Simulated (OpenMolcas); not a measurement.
## Cu4+: effect of correlating more closed shells

```yaml
Program: OpenMolcas
Basis: ANO-RCC-VTZP [6s5p3d2f1g]
Scalar_Hamiltonian: DKH2, point nucleus
Active_space: 7 electrons in 5 orbitals (3d)
State_averaging: 2S+1 = 4 even, 10 roots; 2S+1 = 2 even, 40 roots
Spin-orbit_coupling: state interaction with AMFI integrals over the reference wave functions, term energies averaged over their components
```

Methods on the same reference wave functions:
A. CASSCF
B. MS-CASPT2, IPEA 0.25 Eh, imaginary shift 0.1 Eh (closed shells correlated: none)
C. MS-CASPT2, IPEA 0.25 Eh, imaginary shift 0.1 Eh (closed shells correlated: 3s 3p)
D. MS-CASPT2, IPEA 0.25 Eh, imaginary shift 0.1 Eh (closed shells correlated: 2s 2p 3s 3p)

Energies in cm⁻¹ above 3d⁷ ⁴F_9/2, the measured ground level; measured values from Sugar and Musgrove, J. Phys. Chem. Ref. Data 19, 527 (1990).

```csv
Level,A,B,C,D,Measured
3d⁷ ⁴F_9/2,0.0,0.0,0.0,0.0,0.0
3d⁷ ⁴F_7/2,1546,1550,1554,1554,1616
3d⁷ ⁴F_5/2,2665,2660,2660,2660,2759
3d⁷ ⁴F_3/2,3424,3420,3410,3410,3528
3d⁷ ⁴P_5/2,24909,21680,20900,20820,20827
3d⁷ ²G_9/2,25097,23790,22330,22330,22575
3d⁷ ⁴P_3/2,25335,22130,21120,21040,21066
3d⁷ ⁴P_1/2,26119,22900,22030,21960,21935
3d⁷ ²G_7/2,26594,25280,23810,23800,24100
3d⁷ ²P_3/2,33041,30100,26750,26640,27016
3d⁷ ²H_11/2,33310,32070,30710,30740,30402
3d⁷ ²P_1/2,34636,31790,28020,27910,28367
3d⁷ ²H_9/2,34663,33420,32060,32080,31823
3d⁷ ²D_5/2(1),36128,32780,30940,30870,30966
3d⁷ ²D_3/2(1),38528,35280,33190,33120,33292
3d⁷ ²F_5/2,57235,52520,49690,49600,49490
3d⁷ ²F_7/2,57896,53200,50360,50270,50072
3d⁷ ²D_3/2(2),89311,81090,78180,78020,76838
3d⁷ ²D_5/2(2),90054,81850,78960,78810,77668
```

Deviations, from unrounded energies. A percentage is the sum of absolute deviations over the sum of measured energies, with the sign that they share, or ± where signs differ.

```
                        Against measurement  Levels      A     B     C     D
             mean absolute deviation (cm-1)      18   4800  1900   300   290
      fine structure of the ground term (%)       3   -3.4  -3.5  -3.4  -3.4
other terms of the ground configuration (%)      15  +15.8  +6.1  ±0.9  ±0.9
```

C, D lie about equally close to measurement and A furthest from it. The largest miss of D in the table is 3d⁷ ²D_3/2(2), by +1200 cm-1. The ranking rests on the paired levels alone, and a cruder setting can come out closer through cancelling errors.

Among B to D the level of the table that moves most is 3d⁷ ²P_1/2, by 3900 cm-1 (lowest in D, highest in B). Moves below CASPT2's spread within the term are not significant.

The two smallest mean deviations differ by little beside CASPT2's spread within terms, so their order carries little weight.

From A to B the spin-free energies of the other terms of 3d⁷ shown, above ⁴F, scale by factors of 0.86 to 0.96, as is usual when dynamic correlation screens the repulsion within a d or f shell.

The lowest spin-free term lies below A's lowest term by 0.179 hartree in B, 0.521 hartree in C, 0.571 hartree in D.

What an inner shell adds also hangs on whether the basis holds functions to correlate it.

CASPT2 breaks the degeneracy within a term, and the mean is taken; among the terms shown or strongly mixed into the levels shown the widest spread is 740 cm-1 (3d⁷ ⁴F, D). Without dynamic correlation excited terms often stand tens of per cent too high (terms of higher spin than the ground term too low), and those without a measured partner can miss by more than the paired ones (holds for A). Some levels mix across a computed gap that differs much from the measured one, so their mixing is not that of the real levels (holds for B). The CASPT2 spread within a term exceeds the gap to the next term for 3d⁷ ²H and 3d⁷ ²D(1), so the order of their levels is uncertain (holds for C; D). Computed and measured levels are paired by configuration, term and J; levels that our copy of the source lacks, or whose pairing is in doubt (as where it misses far off the trend of its configuration), stay unpaired and out of the deviations. Only configurations of the active space appear.

A number in round brackets counts repeated terms of one configuration in the order of the reference energies.
